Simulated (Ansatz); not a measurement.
**Abstraction of H: GeH2(CH3)Cl + Ga(CH3)(SeH) → GeH(CH3)Cl + GaH(CH3)(SeH)**

Gas-phase species: GeH2(CH3)Cl, singlet; Ga(CH3)(SeH), doublet; GeH(CH3)Cl, doublet; GaH(CH3)(SeH), singlet. A radical takes H: the energy is the difference in strength between the Ge–H bond broken and the Ga–H bond made.

Shapes, held fixed at every level: PBE0-D4/def2-TZVP. Flexible molecules stand in one conformer, not always the lowest. Programs: Ansatz 0.2.0. The zero-point and thermal change to 298 K, harmonic and unscaled (PBE0-D4/def2-TZVP), is -3.5 kJ/mol.

Q: Estimate ΔH(298 K) of this reaction.

A: The highest level, CCSD(T)/def2-TZVPP, gives ΔH(298 K) = +21.3 kJ/mol; the levels span +18.2 to +23.4. The column of differences is taken from that level and isn't an error. No measured value is set beside it here. Open shells run unrestricted. Relativity is left out for Ga, Ge, Se. Outer-core shells of Ga, Ge, Se are correlated, in sets that cover them unevenly.

```csv
level,kind,ΔH(298 K) (kJ/mol),less CCSD(T)/def2-TZVPP
MP2/def2-TZVPP,perturbation theory,+21.0,-0.3
HF/def2-TZVPP,Hartree–Fock,+23.4,+2.1
SPW92/def2-TZVPP,LDA,+18.2,-3.1
PBE-D4/def2-TZVPP,GGA,+18.6,-2.7
r2SCAN-D4/def2-TZVPP,meta-GGA,+18.5,-2.8
B3LYP-D4/def2-TZVPP,global hybrid,+20.0,-1.3
PBE0-D4/def2-TZVPP,global hybrid,+19.9,-1.4
CCSD(T)/def2-TZVPP,coupled cluster or CI,+21.3,0.0
```
